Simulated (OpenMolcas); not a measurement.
## Sc: from CASSCF to CASPT2

```yaml
Program: OpenMolcas
Basis: ANO-RCC-VTZP [6s5p3d2f1g]
Scalar_Hamiltonian: DKH2, point nucleus
Active_space: 3 electrons in 6 orbitals (3d 4s)
State_averaging: 2S+1 = 4 even, 17 roots (10 in the spin-orbit step); 2S+1 = 2 even, 30 roots
Spin-orbit_coupling: RASSI with atomic mean-field integrals over the reference wave functions, term energies averaged over their components
```

Methods on the same reference wave functions:
A. CASSCF
B. SS-CASPT2, IPEA 0.25 Eh, imaginary shift 0.1 Eh (closed shells correlated: 3s 3p)
C. MS-CASPT2, IPEA 0.25 Eh, imaginary shift 0.1 Eh (closed shells correlated: 3s 3p)

Energies in eV above 3d 4s² ²D_3/2, the measured ground level; measured values from NIST Handbook of Basic Atomic Spectroscopic Data.

| Level | A | B | C | Measured |
| --- | --- | --- | --- | --- |
| 3d 4s² ²D_3/2 | 0.0000 | 0.0000 | 0.0000 | 0.0000 |
| 3d 4s² ²D_5/2 | 0.0166 | 0.0166 | 0.0173 | 0.0209 |
| 3d² 4s ⁴F_3/2 | 0.7516 | 1.033 | 1.087 | 1.4283 |
| 3d² 4s ⁴F_5/2 | 0.7566 | 1.038 | 1.092 | 1.4330 |
| 3d² 4s ⁴F_7/2 | 0.7635 | 1.045 | 1.099 | 1.4395 |
| 3d² 4s ⁴F_9/2 | 0.7724 | 1.054 | 1.108 | 1.4478 |
| 3d² 4s ²F_5/2 | 1.4665 | 1.554 | 1.609 | 1.8506 |
| 3d² 4s ²F_7/2 | 1.4827 | 1.571 | 1.625 | 1.8650 |
| 3d² 4s ⁴P_1/2 | 1.7141 | 1.848 | 1.903 |  |
| 3d² 4s ⁴P_3/2 | 1.7170 | 1.852 | 1.906 |  |
| 3d² 4s ⁴P_5/2 | 1.7212 | 1.857 | 1.912 |  |
| 3d² 4s ²D_3/2 | 1.8114 | 1.736 | 1.845 |  |
| 3d² 4s ²D_5/2 | 1.8132 | 1.736 | 1.844 |  |
| 3d² 4s ²G_7/2 | 2.2424 | 2.307 | 2.361 |  |
| 3d² 4s ²G_9/2 | 2.2424 | 2.307 | 2.361 |  |
| 3d² 4s ²P_1/2 | 2.4517 | 2.263 | 2.317 |  |
| 3d² 4s ²P_3/2 | 2.4589 | 2.270 | 2.325 |  |

Deviations, from unrounded energies. A percentage is the sum of absolute deviations over the sum of measured energies, with the sign that they share, or ± where signs differ.

```
                  Against measurement  Levels      A      B      C
       mean absolute deviation (cm-1)       7   4000   2500   2100
fine structure of the ground term (%)       1  -20.6  -20.6  -17.1
             other configurations (%)       6  -36.7  -22.9  -19.5
```

C lies closest to measurement on these levels and A furthest from it. The largest miss of C in the table is 3d² 4s ⁴F_3/2, by -2800 cm-1. The ranking rests on the paired levels alone, and a cruder setting can come out closer through cancelling errors.

Between B and C the level of the table that moves most is 3d² 4s ²D_3/2, by 880 cm-1 (lowest in B, highest in C). Moves below CASPT2's spread within the term are not significant.

The mean deviations of B to C differ by less than CASPT2's widest spread within a term (1600 cm-1), so their order carries little weight.

The lowest spin-free term lies below A's lowest term by 0.337 hartree in B, 0.339 hartree in C.

CASPT2 does not keep the components of a term degenerate, so their means are used; among the terms shown or strongly mixed into the levels shown the widest spread is 1600 cm-1 (3d² 4s ²F, C). Over all roots computed the reference weight is 0.85 to 0.92 in B, 0.85 to 0.92 in C; the roots of lowest weight are the least certain, and an intruder state may touch them. Some high roots are left out of the spin-orbit mixing, which shifts the levels that they would mix with. A single d shell beside an s shell can misplace configurations of different d count against each other. Without dynamic correlation excited terms often stand tens of per cent too high (terms of higher spin than the ground term too low), and those without a measured partner can miss by more than the paired ones (holds for A). The CASPT2 spread within a term exceeds the gap to the next term for 3d² 4s ²P and 3d² 4s ²G, so the order of their levels is uncertain (holds for B; C). Computed and measured levels are paired by configuration, term and J; levels that our copy of the source lacks, or whose pairing is in doubt (as where it misses far off the trend of its configuration), stay unpaired and out of the deviations. Levels of configurations outside the active space are missing. Levels that lie high or do not pair safely by name in every column are left out.
